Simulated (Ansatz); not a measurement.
Redistribution: C2HBr2F + C2H3Br → C2H2BrF + C2H2Br2

Species: C2HBr2F `F/C(Br)=C/Br`, singlet; C2H3Br (vinyl bromide) `C=CBr`, singlet; C2H2BrF `C=C(F)Br`, singlet; C2H2Br2 `Br/C=C\Br`, singlet. The partners trade Br for H; both sit on C, so the bond types are kept.

Shapes, held fixed at every level: PBE0-D4/def2-TZVP. Programs: Ansatz 0.2.0. Electronic energies: no zero-point or thermal term.

Q: Estimate ΔE of this reaction.

A: The highest level, CCSD(T)/def2-TZVPP, gives ΔE = -12.4 kJ/mol; the levels span -13.5 to -12.1. The column of differences is taken from that level and isn't an error. No measured value is set beside it here. Relativity is left out for Br. Outer-core shells of Br are correlated, in sets that cover them unevenly. Times are processor times on shared x86 and Arm servers, and rough.

```tsv
level	kind	ΔE (kJ/mol)	less CCSD(T)/def2-TZVPP	CPU time (sum over the molecules)
PBE-D4/def2-TZVPP	GGA	-13.5	-1.1	24 s
B3LYP-D4/def2-TZVPP	global hybrid	-12.9	-0.5	46 s
PBE0-D4/def2-TZVPP	global hybrid	-13.3	-0.9	33 s
wB97X-V/def2-TZVPP	range-separated hybrid	-12.1	+0.3	82 s
B2PLYP/def2-TZVPP	double hybrid	-13.2	-0.8	64 s
CCSD/def2-TZVPP	coupled cluster or CI	-12.4	0.0	–
CCSD(T)/def2-TZVPP	coupled cluster or CI	-12.4	0.0	9.2 min
```
